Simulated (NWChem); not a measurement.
## Atomisation of C₂H₆Be

SMILES: [CH3][Be][CH3]
```xyz
9

Be     0.0000     0.0000     0.0002
C      1.0539     1.3087     0.0000
H      0.9265     1.9499     0.8908
H      0.9112     1.9617    -0.8798
H      2.1131     0.9939    -0.0113
C     -1.0539    -1.3087     0.0000
H     -0.9265    -1.9499     0.8908
H     -0.9112    -1.9617    -0.8798
H     -2.1131    -0.9939    -0.0113
```
Charge 0, spin multiplicity 1.

The numbers come from NWChem runs, not from measurements. All single points use one geometry, from PBE0/def2-SVP, a minimum by its harmonic frequencies.

Basis set: def2-TZVP. The atomisation energy is electronic alone: no zero-point, thermal, spin-orbit or counterpoise terms. No value is extrapolated to the basis-set limit. Free atoms are single determinants with multiplicities Be 1, C 3, H 2. Correlated methods freeze the same cores in atoms and molecule, 3 orbitals in all.

The structure started from a generated list of species. No SCF solution was tested for a lower state. Open-shell Hartree-Fock references start from PBE0 orbitals.

Q: For the atomisation energy, HF gives 592.2 kcal/mol and BP86 gives 782.1 kcal/mol. What do MP2, BLYP, LDA (SVWN5) give?

A: MP2: 738.2 kcal/mol; BLYP: 757.5 kcal/mol; LDA (SVWN5): 853.2 kcal/mol.
